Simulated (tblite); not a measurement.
Compound: tetraphosphorus trisulfide, P4S3.
Numbering: `[s:1]1[p:2]2[s:3][p:4]3[p:5]1[p:6]3[s:7]2`

Computed with GFN2-xTB (tblite), gas phase: L-BFGS steps from a force-field or distance-geometry start until the largest atomic force falls under 0.01 eV/Å.

Step 0: E = -542.9825 eV
```
atom  x, y, z in Å  |  force x, y, z in eV/Å
S1      0.6579    1.7972   -0.4436   -0.052   1.140  -0.208
P2      1.6879    0.0173   -0.2728    1.395  -0.129  -0.037
S3      0.9907   -0.6041    1.5931    0.166  -0.285   0.779
P4     -1.0889   -0.4362    1.4054   -0.477  -0.018  -0.058
P5     -1.3270    1.2731   -0.0336   -0.499  -0.214   0.043
P6     -1.4295   -0.8619   -0.7886   -0.498   0.219   0.315
S7      0.5123   -1.1805   -1.4869   -0.036  -0.713  -0.833
```

Step 1: E = -543.0525 eV
```
atom  x, y, z in Å  |  force x, y, z in eV/Å
S1      0.6572    1.8134   -0.4466   -0.027   0.679  -0.127
P2      1.7078    0.0155   -0.2734    0.830  -0.066  -0.036
S3      0.9930   -0.6081    1.6042    0.101  -0.175   0.477
P4     -1.0957   -0.4365    1.4046   -0.297  -0.030  -0.015
P5     -1.3342    1.2700   -0.0330   -0.297  -0.120   0.008
P6     -1.4366   -0.8587   -0.7841   -0.287   0.142   0.194
S7      0.5118   -1.1907   -1.4988   -0.022  -0.429  -0.502
```

Step 2: E = -543.0953 eV
```
atom  x, y, z in Å  |  force x, y, z in eV/Å
S1      0.6562    1.8377   -0.4511   -0.015   0.083  -0.016
P2      1.7374    0.0131   -0.2747    0.076  -0.007  -0.009
S3      0.9966   -0.6144    1.6213    0.007  -0.023   0.057
P4     -1.1063   -0.4375    1.4041   -0.035  -0.038   0.042
P5     -1.3448    1.2657   -0.0328   -0.017   0.017  -0.030
P6     -1.4468   -0.8537   -0.7771   -0.002   0.021   0.016
S7      0.5110   -1.2060   -1.5168   -0.014  -0.053  -0.060
```

**Question.** Estimate the geometry and energy of step 3. (The exact step hangs on the optimiser's Hessian estimate; all steps are aligned on step 2, rigid shifts and turns removed.)

**Answer.** E = -543.0959 eV, largest force 0.046 eV/Å
```
atom  x, y, z in Å  |  force x, y, z in eV/Å
S1      0.6559    1.8407   -0.4517   -0.011   0.018  -0.005
P2      1.7407    0.0128   -0.2749   -0.005  -0.001  -0.003
S3      0.9970   -0.6152    1.6234   -0.004  -0.006   0.010
P4     -1.1076   -0.4382    1.4047   -0.004  -0.029   0.035
P5     -1.3458    1.2657   -0.0332    0.011   0.021  -0.026
P6     -1.4476   -0.8530   -0.7764    0.024   0.009   0.000
S7      0.5107   -1.2079   -1.5190   -0.010  -0.012  -0.011
```

The energy changes by -0.0006 eV. The first-order estimate −F·Δx gives -0.0010 eV and the mean of the old and new forces, exact on a quadratic surface, -0.0006 eV. The step makes an angle of 17° with the force vector and moves no atom by more than 0.003 Å.
